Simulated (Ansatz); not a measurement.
BH$_{4}$SbTe, SMILES `[BH2][SbH][TeH]`. The species carries charge 0 and has multiplicity 1. Sb, Te: def2 effective core potential.

```xyz
7

B     0.689   -0.036    1.416
Sb   -0.670    0.856   -0.077
Te    0.083   -0.776   -2.159
H     1.829   -0.238    1.128
H     0.306   -0.203    2.534
H    -2.039   -0.033    0.420
H    -0.198    0.430   -3.262
```

Q: List the harmonic frequencies (cm⁻¹, unscaled) at PBE0-D4/def2-TZVP in Ansatz. (Estimate.)

A: The calculation gave: 93, 124, 191, 242, 407, 518, 554, 600, 690, 892, 1141, 1960, 2149, 2596, 2705.

Q: Is this a minimum?

A: Yes, all 15 modes are real.

Q: Give the ideal-gas thermochemistry at 298.15 K and 1 bar (rigid rotor, harmonic oscillator; point group C1, symmetry number 1).

A: Zero-point energy 88.9 kJ/mol; H(298) − E = 108.2 kJ/mol; entropy 354.1 J/(mol·K), of which translation 178.4, rotation 118.4, vibration 57.3; G(298) − E = 2.6 kJ/mol. Modes under 100 cm⁻¹ are hindered rotations or soft bends, so the harmonic entropy is rough.

Q: Rotational constants (cm⁻¹)?

A: 0.2544, 0.03242, 0.02921.
